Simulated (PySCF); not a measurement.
Method: B3LYP-D3(BJ)/def2-TZVP // BP86-D3(BJ)/def2-SVP run with PySCF. Isolated molecules, 0 K electronic values unless said otherwise. One relaxed conformer stands for a flexible species; it need not be the lowest. B3LYP has the VWN-RPA correlation part, as in Gaussian. 

Reference species: [Sc(F)3] (neutral, multiplicity 1).

```yaml
mean_distance_from_the_central_atom_to_its_bonded_neighbours: 1.832 Å
HOMO: -10.92 eV
```

Changed species: [Sc(F)(NH2)2] (2 of 3 F replaced by NH2; the reference has 0 of 3 F replaced by NH2).

Q: Give the shifts of the mean distance from the central atom to its bonded neighbours and HOMO.

A: the mean distance from the central atom to its bonded neighbours rises by 0.105 Å, to 1.937 Å; the HOMO increases by 4.14 eV, to -6.78 eV.
